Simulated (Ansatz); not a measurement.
AsH$_{3}$OSi, SMILES `O1[SiH2][AsH]1`. The species carries charge 0 and has multiplicity 1. All single points use the PBE0-D4/def2-TZVP geometry.

```xyz
6

O    -0.334    0.887   -0.880
Si    0.000   -0.636   -0.338
As    0.872    1.265    0.541
H     0.793   -1.495   -1.247
H    -1.122   -1.365    0.296
H    -0.209    1.344    1.629
```

(1) What is the dipole moment at ωB97M-V/def2-TZVPP? (Best estimate.)

(2) And with PBE, r2SCAN, B3LYP? (Estimate.)

(3) Give the Mulliken charges with ωB97M-V, r2SCAN, B3LYP in def2-TZVPP. (Best estimate.)

## Answers

(1) The calculation gave: 1.85 D, with components (0.56, -1.37, 1.12) D in this frame, pointing from negative to positive charge.

(2) Ansatz gave: PBE 1.56 D, r2SCAN 1.66 D, B3LYP 1.79 D.

(3) The calculation gave: 
| atom | ωB97M-V | r2SCAN | B3LYP |
| --- | --- | --- | --- |
| O1 | -0.47 | -0.47 | -0.48 |
| Si2 | 0.35 | 0.44 | 0.41 |
| As3 | 0.17 | 0.21 | 0.22 |
| H4 | -0.02 | -0.07 | -0.06 |
| H5 | -0.02 | -0.07 | -0.06 |
| H6 | 0.01 | -0.03 | -0.03 |

B3LYP here is the variant with VWN-RPA as its local correlation; programs differ in this.
